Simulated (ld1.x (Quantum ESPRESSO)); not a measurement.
## Logarithmic derivatives: nickel (Ni), ultrasoft

ld1.x (Quantum ESPRESSO) 7.5 input, shortened:

```
&input
   title='Ni', zed=28., rel=1, dft='PBE', iswitch=3,
   config='[Ar] 3d8 4s2 4p0'
 /
 &inputp
   pseudotype=3, tm=.true., lloc=-1, rcloc=0.95,
   nlcc=.true.,
   which_augfun='PSQ', rmatch_augfun_nc=.true.
 /
6
3S  1  0   2.00   0.00  1.00  1.05  0.0
4S  2  0   2.00   0.00  1.00  1.05  0.0
3P  2  1   6.00   0.00  1.15  1.45  0.0
4P  3  1   0.00   0.00  1.15  1.45  0.0
3D  3  2   8.00   0.00  0.85  1.20  0.0
3D  3  2   0.00   0.70  0.85  1.20  0.0
 &test
   configts(1)='3s2 3p6 3d8 4s2 4p0'
 /
```

The phase is arctan(r·u′/u) with u = r·R(r), unwrapped; energies in Ry, scanned from -10 to 5 Ry. A pole is an energy at which the radial function vanishes at the test radius. The pseudo phase is shifted by a multiple of π to meet the all-electron one at the reference energy, and phase errors are pseudo minus all-electron; the curves can meet again beyond the range given. Levels narrower than the energy grid can be missing from the lists of poles.

Question: For each channel, where are the poles, and over which energies does the pseudopotential scatter like the atom?

Answer:

```tsv
channel	radius (bohr)	reference energy (Ry)	poles, all-electron	poles, pseudo	unbroken range about the reference energy with phases within 0.05 rad	phase error 1 Ry above the reference energy (rad)
s	1.61	-0.41	-7.92	-7.92	below 1.7	+0.006
p	1.61	-0.09	-4.87	-4.80	-2.7 to 1.4	-0.016
d	1.61	-0.65	0.14	0.14	the whole range	+0.000
```

The ghost test of this file was not conclusive. Its overlap operator is not positive definite in a basis up to 400 Ry (lowest eigenvalue s -0.38, p -1.79), so the file is unfit for use: the generalised eigenproblem breaks down once the basis is large enough, and its test numbers describe a broken file.

Phases in the p channel:

| E (Ry) | all-electron | pseudo |
| --- | --- | --- |
| -10.00 | 1.348 | 1.363 |
| -9.52 | 1.339 | 1.355 |
| -9.04 | 1.329 | 1.347 |
| -8.56 | 1.316 | 1.337 |
| -8.08 | 1.301 | 1.324 |
| -7.60 | 1.280 | 1.308 |
| -7.12 | 1.249 | 1.283 |
| -6.64 | 1.198 | 1.241 |
| -6.16 | 1.080 | 1.145 |
| -5.68 | 0.494 | 0.649 |
| -5.20 | -1.341 | -1.340 |
| -4.72 | -1.621 | -1.589 |
| -4.24 | -1.707 | -1.629 |
| -3.76 | -1.755 | -4.472 |
| -3.28 | -1.789 | -1.924 |
| -2.80 | -1.818 | -1.873 |
| -2.32 | -1.846 | -1.877 |
| -1.84 | -1.875 | -1.893 |
| -1.36 | -1.906 | -1.916 |
| -0.88 | -1.942 | -1.946 |
| -0.40 | -1.985 | -1.985 |
| 0.08 | -2.037 | -2.038 |
| 0.56 | -2.105 | -2.110 |
| 1.04 | -2.195 | -2.218 |
| 1.52 | -2.321 | -2.390 |
| 2.00 | -2.502 | -2.684 |
| 2.48 | -2.766 | -3.167 |
| 2.96 | -3.121 | -3.716 |
| 3.44 | -3.507 | -4.099 |
| 3.92 | -3.829 | -4.322 |
| 4.40 | -4.059 | -4.456 |
| 4.88 | -4.215 | -4.545 |
